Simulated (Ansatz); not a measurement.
This geometry of Cl$_{2}$H$_{4}$O$_{3}$W (10 atoms, charge 0, multiplicity 1) is a first-order saddle point.

Computed with RKS PBE0-D4/def2-SVP (Ansatz).

```xyz
10
Properties=species:S:1:pos:R:3
W -0.525 -0.048 -0.255
H 1.296 0.182 0.946
Cl 2.574 0.357 0.500
O -0.411 1.724 0.394
H -0.881 2.359 -0.179
O -2.379 -0.184 -0.037
H -2.671 -0.147 0.895
Cl -0.015 -2.177 0.406
O 0.336 0.130 -1.908
H 1.294 0.297 -1.802
```

(1) Which two structures does it join? (They come from a converged band through this point; their orientation in space is the band's.)

(2) How far does it lie above each of them?

## Answers

(1) Bonds broken: W1–H2, W1–Cl3. Bonds formed: H2–Cl3. Cl2H4O3W becomes ClH + ClH3O3W.

First end point:

```xyz
10
Properties=species:S:1:pos:R:3
W -0.201 0.184 -0.091
H 0.483 0.421 1.424
Cl 2.251 0.211 -0.140
O -0.391 2.013 0.048
H -0.263 2.696 0.715
O -2.052 -0.063 0.108
H -2.533 -0.885 0.262
Cl -0.070 -2.006 0.679
O 0.226 -0.026 -1.896
H 1.168 -0.050 -2.152
```

Last end point:

```xyz
10
Properties=species:S:1:pos:R:3
W -0.734 -0.342 -0.343
H 1.533 1.254 0.705
Cl 2.748 0.946 0.297
O -0.234 1.260 0.607
H -0.555 2.074 0.172
O -2.574 -0.127 -0.083
H -2.817 -0.103 0.866
Cl -0.438 -2.559 0.045
O 0.377 -0.012 -1.800
H 1.312 0.102 -1.507
```

(2) 134.1 kJ/mol above the first and 13.8 kJ/mol above the second. This is the barrier of this one path; another mechanism may lie lower. The orbitals stay closed-shell, which can raise the energy where a bond breaks towards radicals; this wasn't checked here.

Time of the run: 6 min on 4 threads of Arm Neoverse V1 (shared host), peak memory 0.37 GiB.
